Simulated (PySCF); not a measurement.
C₅H₄ClF₃N₂.
Numbering: `[CH3:1][n:2]1[n:3][c:4]([C:5]([F:6])([F:7])[F:8])[cH:9][c:10]1[Cl:11]` (hydrogens: H12, H13, H14 on C1; H15 on C9)

Linear response at CAM-B3LYP/def2-SVPD (PySCF, frozen core in the response, non-relativistic). Geometry: PBE0-D3(BJ)/def2-SVP; no solvent, vibrations or thermal averaging.

Static isotropic polarisability: 87.28 au (12.93 Å³), principal values 60.8, 89.4, 111.7 au.

Task: What is the polarisability at 1064 nm and at the sodium D line?

Result: 87.99 au at 1064 nm (+0.8 %), 89.69 au at 589.3 nm (+2.8 %). The rise at 589.3 nm is 3.39 times that at 1064 nm; a pure ω² law gives 3.26. The lowest singlet lies at 191 nm, shorter than both wavelengths.

Task: What is the isotropic C6 coefficient between two such molecules, C6 = (3/π)∫α(iω)² dω?

Result: 3426 au (Eh·bohr⁶) by a ten-point quadrature over imaginary frequencies, which is 2050 eV·Å⁶ or 198 J·nm⁶/mol.

Task: Which effective excitation energy ω̄ makes London's formula C6 = (3/4)α²ω̄ exact here?

Result: ω̄ = 4·C6/(3α²) = 0.600 Eh = 16.3 eV. A one-pole form α(ω) = α/(1 − ω²/ω̄²) fitted to the 1064 nm value gives 13.0 eV.

Task: What n − 1 at the D line would an ideal gas of it have at 273.15 K and 1 atm (2.6868 × 10¹⁹ cm⁻³), by n − 1 = 2π·N·α′?

Result: 22.44 × 10⁻⁴, a formal value whether or not that pressure can be reached.

Task: What three-body coefficient follows from the one-pole estimate C9 = (3/4)·α·C6?

Result: 224000 au. This is an estimate from the two numbers above, not a computed integral.

Task: How many electrons N does the Slater–Kirkwood formula C6 = (3/4)·√N·α^(3/2) need to give this C6?

Result: N = (4·C6/3)²/α³ = 31.4; the species has 92 electrons in all.

Task: The lowest 6 singlets have (eV, f): 6.49, 0.122; 6.68, 0.002; 6.69, 0.059; 6.90, 0.006; 7.18, 0.002; 7.59, 0.019. What share of the static polarisability do they carry in the sum over states α = Σ f/ω²?

Result: 3.51 au, 4.0 % of α; the largest term, 2.14 au, is that of the state at 6.49 eV. Their oscillator strengths add up to 0.21. Higher states carry the rest.

Task: How anisotropic is the static polarisability, by Δα² = ½[(α1 − α2)² + (α2 − α3)² + (α3 − α1)²]?

Result: Δα = 44.2 au, or 0.51 of the isotropic value.

Conformer computed: `[CH3:1][n:2]1[n:3][c:4]([C:5]([F:6])([F:7])[F:8])[cH:9][c:10]1[Cl:11]`: N3–C4–C5–F6 52°.
